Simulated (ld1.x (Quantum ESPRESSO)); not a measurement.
# Configuration tests for silicon (PAW)

| Quantity | Value |
| --- | --- |
| Element | Si (Z = 14) |
| Generator | ld1.x (Quantum ESPRESSO) 7.5 |
| Type | PAW |
| Functional | PBEsol |
| Relativity | non-relativistic |
| Frozen core | [Ne] |
| Valence charge | 4 |
| Reference configuration | 3s2 3p1.5 (charge +0.5) |
| Partial waves | 3s (bound): rcut 1.35, rcutus 1.75 bohr; 3s channel at 0.4 Ry: rcut 1.35, rcutus 1.75 bohr; 3p (bound): rcut 1.20, rcutus 1.65 bohr; 3p channel at 1.25 Ry: rcut 1.20, rcutus 1.65 bohr; 3d channel at 0.35 Ry: rcut 1.35, rcutus 1.45 bohr |
| Local potential | all-electron potential smoothed inside 1.50 bohr (lloc = -1) |
| Core correction | Bessel-smoothed model core, default radius (core density twice the valence density) |
| Augmentation charge | PSQ, inside the norm-conserving radii |

Energies are relative to the spin-unpolarised reference configuration 3s2 3p1.5; without spin polarisation the order of configurations can differ from experiment.

| valence configuration | charge | ΔE all-electron (eV) | error AE − PS (meV) |
| --- | --- | --- | --- |
| 3s2 3p2 | 0 | -2.914 | -0.1 |
| 3s2 3p1 | +1 | 4.810 | -0.3 |
| 3s2 3p0 | +2 | 20.786 | -8.0 |
| 3s2 3p2.3 | -0.3 | -3.839 | -0.1 |
| 3s1 3p3 | 0 | 3.824 | -0.5 |
| 3s1 3p2 | +1 | 12.157 | -2.1 |

Q: What are ΔE and the potential's error for 3s0 3p4?

A: ΔE = 10.708 eV all-electron; the error (AE − PS) is -2.5 meV.

Levels in the configuration 3s2 3p1:

```csv
level,all-electron (eV),pseudo (eV)
3s,-18.937,-18.940
3p,-11.638,-11.640
```
